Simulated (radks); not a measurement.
Values are calculated unless marked as measured or tabulated.
Problem. Ionisation of neutral bromine, [Ar] 3d10 4s2 4p5, to [Ar] 3d10 4s2 4p4 as the strength of local exchange is varied. Level of theory: scalar-relativistic Kohn-Sham, Slater X-alpha exchange (alpha = 2/3 is LDA exchange), no correlation, spin-unpolarised, spherical densities, finite nucleus; Fermi nuclear charge, rms radius 4.1629 fm (a radial shooting solver on a logarithmic mesh with Libxc functionals).

alpha  E(Br) (hartree)  exchange (hartree)  IE (eV)  -e of the level emptied (eV)  <r> of it (bohr)
0.56       -2586.26629           -71.46294   10.246                    5.756 (4p)             2.190
0.667      -2599.97141           -85.56198   11.443                    6.808 (4p)             2.129
0.884      -2627.98485          -114.58987   14.049                    9.145 (4p)             2.019
0.955      -2637.21407          -124.21350   14.952                    9.968 (4p)             1.987
0.959      -2637.73496          -124.75752   15.004                   10.015 (4p)             1.985
1.034      -2647.51995          -134.99433   15.986                   10.915 (4p)             1.953
?          -2643.07977          -130.34507   15.537                   10.503 (4p)             1.967

Which alpha was used in the last row?

Solution. alpha = 1. NIST Atomic Spectra Database: 11.814 eV (measured). The Delta-SCF value meets it near alpha = 0.70. Spin polarisation and multiplet splitting are left out, so open shells lie too high by an amount that depends on their filling.

Beside tabulated values, note that spin-unpolarised runs miss the spin-polarisation part of the exchange energy of open shells.
